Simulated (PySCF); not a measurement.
Cartesian coordinates in Å; atom numbers follow the order of the lines, from 1:
```xyz
20

C     1.749   -2.319   -0.174
N     0.892   -1.470    0.195
C     0.532   -0.413   -0.679
C     1.169    0.928   -0.303
C     0.063    1.965   -0.570
C    -1.131    1.128   -1.027
O    -0.876   -0.185   -0.513
Al   -1.813   -0.787    1.186
H     2.230   -2.310   -1.171
H     2.040   -3.119    0.519
H     0.695   -0.655   -1.750
H     2.086    1.100   -0.882
H     1.430    0.893    0.763
H    -0.180    2.512    0.350
H     0.347    2.702   -1.334
H    -1.193    1.056   -2.126
H    -2.104    1.442   -0.632
H    -1.838   -2.385    1.130
H    -3.187   -0.042    0.786
H    -0.961   -0.027    2.318
```

Geometry: PBE0-D3(BJ)/def2-SVP; GIAO absolute shieldings from PySCF 2.14.0 with density-fitted response routines, gas phase, non-relativistic, averaged over equivalent atoms.

At PBE0/pcSseg-1 (203 basis functions, 89 s wall time on 1 thread of an Arm Neoverse N1, shared host):
```csv
atoms,σ (ppm)
C1,24.2
C3,81.2
C6,112.3
C4,150.3
C5,160.1
N2,-137.4
O7,238.7
Al8,413.0
H9,23.66
H10,23.76
H17,26.20
H11,26.88
H18/H19/H20,27.07
H16,27.58
H14,28.90
H13,29.04
H12,29.58
H15,29.63
```

Question: Estimate the result of repeating the calculation with WP04/pcSseg-1.

Answer: 
```json
{"atoms": "C1", "σ at WP04/pcSseg-1": "14.0", "change": "-10.2"}
{"atoms": "C3", "σ at WP04/pcSseg-1": "67.0", "change": "-14.2"}
{"atoms": "C6", "σ at WP04/pcSseg-1": "97.8", "change": "-14.5"}
{"atoms": "C4", "σ at WP04/pcSseg-1": "136.0", "change": "-14.3"}
{"atoms": "C5", "σ at WP04/pcSseg-1": "144.9", "change": "-15.2"}
{"atoms": "N2", "σ at WP04/pcSseg-1": "-140.9", "change": "-3.5"}
{"atoms": "O7", "σ at WP04/pcSseg-1": "224.7", "change": "-14.0"}
{"atoms": "Al8", "σ at WP04/pcSseg-1": "426.7", "change": "+13.7"}
{"atoms": "H9", "σ at WP04/pcSseg-1": "24.31", "change": "+0.65"}
{"atoms": "H10", "σ at WP04/pcSseg-1": "24.32", "change": "+0.56"}
{"atoms": "H17", "σ at WP04/pcSseg-1": "26.66", "change": "+0.46"}
{"atoms": "H11", "σ at WP04/pcSseg-1": "27.15", "change": "+0.27"}
{"atoms": "H18/H19/H20", "σ at WP04/pcSseg-1": "28.41", "change": "+1.34"}
{"atoms": "H16", "σ at WP04/pcSseg-1": "27.96", "change": "+0.38"}
{"atoms": "H14", "σ at WP04/pcSseg-1": "29.25", "change": "+0.35"}
{"atoms": "H13", "σ at WP04/pcSseg-1": "29.33", "change": "+0.29"}
{"atoms": "H12", "σ at WP04/pcSseg-1": "29.90", "change": "+0.32"}
{"atoms": "H15", "σ at WP04/pcSseg-1": "29.94", "change": "+0.31"}
```

The largest change is at C5 (sp3 CH2 in a ring). Cost: 203 basis functions, 66 s wall time on 1 thread of an Arm Neoverse N1, shared host. The order of the carbon signals is the same at both levels.
